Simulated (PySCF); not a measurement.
**[SmCl3(H2O)]− at several levels of theory**

Computed with PySCF 2.14.0 (density fitting, no spin-orbit coupling) at the geometry relaxed with PBE0:

```xyz
7
[SmCl3(H2O)]− (singlet in the valence; each metal's 4f electrons, 6 of them, lie in its core potential, out of spins and levels)
Sm    0.0031    0.3177    0.3543
Cl    1.8361    1.6222    1.9100
Cl   -2.5658   -0.4175    1.1124
Cl    0.5288   -0.9834   -2.0426
O    -1.7136    1.1287   -1.4775
H    -2.3817    0.6437   -0.9511
H    -1.3064    0.4452   -2.0485
```

```
level                                                               basis    state  HOMO (eV)  gap (eV)  charge on Sm1 (e)  population of f-type functions on Sm1 (polarisation alone where 4f lies in the core)  dipole about the centre of mass (D)  largest force component (eV/Å)
 PBE0      Sm lcecp-0-SVP with ECP52, Cl def2-SVP, O def2-SVP, H def2-SVP  singlet          –         –               0.50                                                                                  0.02                                 0.75                            0.01
   HF                                                            the same  singlet          –         –               0.83                                                                                  0.02                                 0.69                            1.43
 PBE0  Sm lcecp-0-TZVP with ECP52, Cl def2-TZVP, O def2-TZVP, H def2-TZVP  singlet          –         –               1.04                                                                                  0.04                                 0.54                            0.25
```

In the lcecp rows the 4f levels are missing from HOMO and gap, and the state counts the valence alone.

Charges are Mulliken's, which hang on the basis. The relaxation used the grid (50, 194), these runs (75, 302) or, all-electron (x2c bases, spin-free X2C Hamiltonian), (99, 590).

Task: What does r2SCAN with Sm lcecp-0-SVP with ECP52, Cl def2-SVP, O def2-SVP, H def2-SVP give here?

Result: state singlet, charge on Sm1 (e) 0.50, population of f-type functions on Sm1 (polarisation alone where 4f lies in the core) 0.02, dipole about the centre of mass (D) 0.78, largest force component (eV/Å) 0.24. Time: 9.6 s on 2 threads of Arm Neoverse V1, on a shared host, from an already converged density.

An lcecp potential fixes the number of 4f electrons, so in runs with it no electron can move into or out of that shell.
